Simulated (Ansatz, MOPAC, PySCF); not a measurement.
Noncovalent pair: NH3 (SMILES N) (first 4 atoms) with C2H6O (SMILES CCO); geometry from B3LYP-D3(BJ)/def2-TZVP, rigid monomers moved along the line of their centres of mass till N1···H13 is 1.77 Å.
(charge 0, multiplicity 1):
```xyz
13

N      0.028    -0.066     0.461
H     -0.920    -0.345     0.235
H      0.275     0.703    -0.152
H      0.639    -0.844     0.240
C     -0.113    -1.254     4.029
C     -0.495     0.210     3.853
O      0.389     0.910     2.999
H     -0.785    -1.752     4.734
H      0.908    -1.337     4.406
H     -0.167    -1.787     3.077
H     -1.531     0.281     3.490
H     -0.462     0.721     4.818
H      0.282     0.560     2.094
```

Monomers are frozen at their geometry in the pair; levels with a basis set take the counterpoise correction. Rows marked so take none.

Cores are frozen in the correlated methods. Rows in 6-31G* carry no dispersion term and start afresh at each structure (6-31G* with six Cartesian d functions). MP2/6-31G* freezes PySCF's default core. The state reached by AM1, PM3, PM6, PM7 isn't checked; PM7 holds dispersion and hydrogen-bond terms.

Codes used: Ansatz (a quantum-chemistry and plane-wave program) with Gaussian orbitals; MOPAC for AM1, PM3, PM6, PM7 (differences of heats of formation); PySCF for 6-31G* rows, the dispersion terms. 

Other levels give for the interaction energy: PBE/def2-TZVPPD -5.98; B3LYP/def2-TZVPPD -4.71; B3LYP-D3(BJ)/def2-TZVPPD -6.36; wB97M-V/def2-TZVPPD -5.88; CCSD(T)/aug-cc-pVDZ -4.75 kcal/mol.

Common cheap choices:

```tsv
level	interaction energy (kcal/mol)
AM1	1.63
PM3	-2.82
PM6	-1.52
PM7	-4.21
HF/6-31G*	-3.71
HF/6-31G* (no counterpoise)	-5.16
BP86/6-31G* (no counterpoise)	-8.34
MP2/6-31G*	-5.43
```
